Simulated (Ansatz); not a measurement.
`FCCC(F)(F)CF`, one more setting.

```yaml
crystal:
  periodic: [false, false, false]
  atoms:
    - {symbol: F, position_ang: [0.270603, 2.627509, -1.168605]}
    - {symbol: C, position_ang: [0.301055, 1.249276, -1.051394]}
    - {symbol: C, position_ang: [0.069804, 0.898443, 0.403169]}
    - {symbol: C, position_ang: [0.287633, -0.553932, 0.755682]}
    - {symbol: F, position_ang: [0.162481, -0.693817, 2.107960]}
    - {symbol: F, position_ang: [1.563256, -0.911410, 0.442275]}
    - {symbol: C, position_ang: [-0.661078, -1.574538, 0.156177]}
    - {symbol: F, position_ang: [-0.587687, -1.553129, -1.214884]}
    - {symbol: H, position_ang: [1.279648, 0.902009, -1.390388]}
    - {symbol: H, position_ang: [-0.469210, 0.841541, -1.707053]}
    - {symbol: H, position_ang: [-0.941605, 1.180447, 0.705146]}
    - {symbol: H, position_ang: [0.770644, 1.472833, 1.014764]}
    - {symbol: H, position_ang: [-0.373389, -2.566293, 0.512927]}
    - {symbol: H, position_ang: [-1.685055, -1.348238, 0.463223]}
basis:
  gaussian: {orbitals: ANO-RCC-VTZP, point_charges: [{charge: -1.00, position_ang: [5.091, -0.865, -0.030]}]}
hamiltonian: {xc: {name: CAM-B3LYP}, dispersion: d4}
output: {forces: true}
```

```sh
$ ansatz run in.yaml --threads 2 --pin off --events-out ev --progress --plain --max-ram 32768MiB --backend cuda --devices 0, --max-vram 18GiB
```

It prints (some lines left out):

```
Functional definition: CAM-B3LYP
2058 factors; their error is unknown
592 factors; integrals over basis functions are off by at most 7.3e-6 eV
mean field evaluation 1: about -15122.3708 eV, gradient 5.2e1 eV
mean field evaluation 2: about -15123.3615 eV, gradient 5.0e1 eV
mean field evaluation 4: about -15127.0225 eV, gradient 2.6e0 eV
mean field evaluation 8: about -15127.0335 eV, gradient 1.3e-1 eV
mean field evaluation 16: about -15127.0443 eV, gradient 2.1e-4 eV
mean field -15127.04426620 eV, -555.9086233041 hartree, gradient 7.4e-5 eV, S^2 0.000000; 0 other end points of the search recorded, 0 dependent functions left out
reference -15127.04444714 eV, -555.9086299535 hartree; 33, 33 occupied and 291, 291 virtual orbitals, 2058 factors
Total energy: -15127.26959634 eV, -555.9169040337 hartree
Relativity: scalar
Atom 0 at     0.270603     2.627509    -1.168605 Å, force    -0.095976     0.358293    -0.039876 eV/Å
Atom 1 at     0.301055     1.249276    -1.051394 Å, force     0.209282    -0.526689    -0.087996 eV/Å
Atom 2 at     0.069804     0.898443     0.403169 Å, force    -0.060147     0.158553     0.146402 eV/Å
Atom 3 at     0.287633    -0.553932     0.755682 Å, force     0.813847    -0.156187    -0.436402 eV/Å
Atom 4 at     0.162481    -0.693817     2.107960 Å, force    -0.177550    -0.010117     0.288139 eV/Å
Atom 5 at     1.563256    -0.911410     0.442275 Å, force    -0.600767     0.132517     0.092836 eV/Å
Atom 6 at    -0.661078    -1.574538     0.156177 Å, force    -0.039383    -0.092291     0.352811 eV/Å
Atom 7 at    -0.587687    -1.553129    -1.214884 Å, force    -0.071956     0.003266    -0.178302 eV/Å
Atom 8 at     1.279648     0.902009    -1.390388 Å, force    -0.098238     0.043041     0.091151 eV/Å
Atom 9 at    -0.469210     0.841541    -1.707053 Å, force     0.053275     0.076583     0.062281 eV/Å
Atom 10 at    -0.941605     1.180447     0.705146 Å, force     0.050828    -0.012280    -0.030356 eV/Å
Atom 11 at     0.770644     1.472833     1.014764 Å, force    -0.034995    -0.105152    -0.096909 eV/Å
Atom 12 at    -0.373389    -2.566293     0.512927 Å, force     0.003082     0.126148    -0.070286 eV/Å
Atom 13 at    -1.685055    -1.348238     0.463223 Å, force     0.062701    -0.020600    -0.073597 eV/Å
Dipole moment:    -0.076350    -0.275444     0.108411 e Å
```

Run time 22 s (2 threads of an AMD EPYC 7R13 on a shared host and a share of an NVIDIA H100 80 GB); peak host memory 1.4 GiB.
